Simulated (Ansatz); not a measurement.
Consider the formal exchange of groups at a Te–Si bond: `S[SiH2][TeH]` + CH₃SH → `SC[TeH]` + `[SiH3]S`.

Gas-phase electronic energies from Ansatz, PBE0-D4/def2-TZVP geometries. CCSD(T)/CBS adds triple-zeta CCSD(T) − MP2 to the extrapolated MP2 energy (def2 sets, frozen cores). This one scheme is used for every species. DFT in def2-TZVPP. B3LYP here is the variant with VWN-RPA as its local correlation; programs differ in this. Elements past krypton have def2 core potentials. For Te outer-core shells are correlated without core-valence functions, which leaves a few kJ/mol of doubt a bond. One conformer a species, not always the lowest.

`S[SiH2][TeH]`:

```xyz
7

S    -1.805   -0.507    1.059
Si   -0.212   -0.404   -0.354
Te    0.785    1.883   -0.315
H    -1.041   -0.151    2.107
H     0.873   -1.380   -0.082
H    -0.865   -0.728   -1.644
H     2.264    1.287   -0.770
```

CH₃SH:

Cartesian coordinates in Å:
```
C -0.064 0.376 -0.310
S 0.139 -1.362 0.139
H -0.963 0.801 0.134
H -0.168 0.399 -1.394
H 0.809 0.965 -0.032
H 0.247 -1.180 1.464
```

`SC[TeH]`:

```xyz
7

S     1.704   -0.414    0.648
C     0.043   -0.489   -0.025
Te   -1.118    1.224    0.581
H     2.089    0.700    0.002
H     0.050   -0.552   -1.111
H    -0.412   -1.386    0.390
H    -2.356    0.917   -0.485
```

`[SiH3]S`:

```xyz
6

Si   -0.091    0.362   -0.373
S     1.008   -1.132    0.689
H    -1.353   -0.183   -0.935
H     0.809    0.788   -1.471
H    -0.416    1.522    0.495
H     0.043   -1.358    1.595
```

| level | ΔE (eV) |
| --- | --- |
| LDA (SPW92) | 1.07 |
| BLYP-D4 | 0.99 |
| B3LYP-D4 | 1.04 |
| B3LYP | 1.04 |
| BHLYP | 1.07 |
| RPA@PBE/def2-TZVPP | 0.93 |
| CCSD(T)/def2-TZVPP | 1.00 |
| CCSD/CBS(def2) | 1.05 |

**Question.** What does CCSD(T)/CBS give? (Estimate.)

**Answer.** Ansatz gave: +1.03 eV. The listed levels differ from it by 0.04, -0.04, 0.01, 0.01, 0.04, -0.10, -0.03, 0.02 eV.

Largest T1 diagnostic among the species: 0.011.

From r2SCAN to r2SCAN0 (25 % exact exchange), in def2-TZVPP and without D4, ΔE moves by +0.04 eV. In def2-TZVPP, CCSD(T) changes the Hartree–Fock value by −0.09 eV (the triples alone add −0.01 eV) and MP2 by −0.06 eV.
